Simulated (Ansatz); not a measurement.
One change: `[NH2][Ga]([F])[F]` becomes `[NH2][Al]([F])[F]`.

Ansatz, PBE0-D4/def2-TZVP geometries, multiplicity 1. Each molecule was computed in one conformer, which needn't be the lowest.

Scalar relativity is left out up to krypton.

| property | `[NH2][Ga]([F])[F]` |
| --- | --- |
| HOMO–LUMO gap (ωB97M-V/def2-TZVPP) / eV | 11.41 |
| LUMO energy (B3LYP/def2-TZVPP) / eV | -1.55 |
| HOMO energy (B3LYP/def2-TZVPP) / eV | -8.10 |
| HOMO energy (PBE/def2-TZVPP) / eV | -6.86 |
| LUMO energy (ωB97M-V/def2-TZVPP) / eV | 0.68 |
| LUMO energy (PBE/def2-TZVPP) / eV | -2.12 |

(1) Give the same properties after the change, and the shifts. (Best estimate.)

Answers

(1) The calculation gave: 
```csv
property,`[NH2][Al]([F])[F]`,shift
HOMO–LUMO gap (ωB97M-V/def2-TZVPP) / eV,11.35,-0.06
LUMO energy (B3LYP/def2-TZVPP) / eV,-1.02,0.53
HOMO energy (B3LYP/def2-TZVPP) / eV,-7.79,0.31
HOMO energy (PBE/def2-TZVPP) / eV,-6.58,0.28
LUMO energy (ωB97M-V/def2-TZVPP) / eV,0.90,0.22
LUMO energy (PBE/def2-TZVPP) / eV,-1.53,0.59
```

With PBE0 the HOMO rises by 0.29 eV and the LUMO rises by 0.48 eV, so the gap widens by about 0.19 eV. PBE moves the HOMO by 0.28 eV and ωB97M-V by 0.29 eV.

B3LYP here is the variant with VWN-RPA as its local correlation; programs differ in this.
